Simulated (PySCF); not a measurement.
**Polarisability and C₆ of Ca²⁺ (calcium, charge +2)**

[Ar], closed-shell 1S. Computed with PySCF 2.14 in aug-cc-pwCVTZ-X2C, with scalar relativity by spin-free X2C-1e. Coupled (time-dependent) response in atomic units; α is the mean over directions.

```tsv
method	mean α (bohr³)	C₆ (like pair)	S(−4)
UHF	3.230	10.59	1.895
PBE	3.309	10.91	2.031
PBE0	3.273	10.76	1.970
HSE06	3.274	10.77	1.972
```

S(−4) is the Cauchy moment in α(ω) = α(0) + S(−4) ω² + …

α(iu) at PBE:

```csv
u (hartree),α(iu) (bohr³)
0,3.309
0.0500,3.304
0.100,3.288
0.200,3.230
0.300,3.136
0.500,2.873
0.750,2.474
1.00,2.079
1.50,1.444
2.00,1.025
3.00,0.5769
5.00,0.2576
```

A single London oscillator, α(iu) = α/(1 + u²/ω²), gives C₆ = (3/4) ω α². Matching the computed C₆ needs ω = 4 × 10.91 / (3 × 3.309²) = 1.33 hartree.

For an ion, C₆ is the dispersion term alone; charge-induced terms of lower order in 1/R come first.
